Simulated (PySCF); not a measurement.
**Manganese: a sound run and one with changed settings**

Sound run: Mn⁺ [Ar] 3d5 4s1, Mn²⁺ [Ar] 3d5. All numbers are calculated (PySCF 2.14, scalar relativity by spin-free X2C-1e, in jorge-DZP-DKH (8s6p2d1f, 43 functions)). In the sound run the correlated levels freeze [Ar]. The sound run starts from symmetry-adapted Hartree-Fock orbitals and uses a fine grid where one is needed.

Changed run: the non-relativistic Hamiltonian (point nucleus). This setting is unsound on purpose.

```json
{"species": "Mn⁺", "method": "UHF", "sound run (hartree)": "-1156.92310", "changed run (hartree)": "-1147.49408", "converged": "yes"}
{"species": "Mn⁺", "method": "M06-2X", "sound run (hartree)": "-1158.01896", "changed run (hartree)": "-1148.59297", "converged": "yes"}
{"species": "Mn⁺", "method": "TPSS", "sound run (hartree)": "-1158.03198", "changed run (hartree)": "-1148.58387", "converged": "yes"}
{"species": "Mn⁺", "method": "MP2", "sound run (hartree)": "-1156.95863", "changed run (hartree)": "-1147.52902", "converged": "yes"}
{"species": "Mn²⁺", "method": "UHF", "sound run (hartree)": "-1156.38550", "changed run (hartree)": "-1146.96296", "converged": "yes"}
{"species": "Mn²⁺", "method": "M06-2X", "sound run (hartree)": "-1157.46085", "changed run (hartree)": "-1148.04166", "converged": "yes"}
{"species": "Mn²⁺", "method": "TPSS", "sound run (hartree)": "-1157.46143", "changed run (hartree)": "-1148.02076", "converged": "yes"}
{"species": "Mn²⁺", "method": "MP2", "sound run (hartree)": "-1156.41360", "changed run (hartree)": "-1146.99072", "converged": "yes"}
```

Ionisation energy of Mn⁺:

```json
{"method": "UHF", "sound run (eV)": "14.629", "changed run (eV)": "14.452"}
{"method": "M06-2X", "sound run (eV)": "15.187", "changed run (eV)": "15.002"}
{"method": "TPSS", "sound run (eV)": "15.525", "changed run (eV)": "15.323"}
{"method": "MP2", "sound run (eV)": "14.831", "changed run (eV)": "14.648"}
{"method": "SCS-MP2", "sound run (eV)": "14.696", "changed run (eV)": "14.518"}
```

Most of the change in total energy is the relativistic energy itself. On top of that the contraction fixes the core shape for the Hamiltonian it was made with, so the changed run is not a good calculation with the other Hamiltonian either.

For comparison, NIST gives 15.640 eV between the lowest levels.
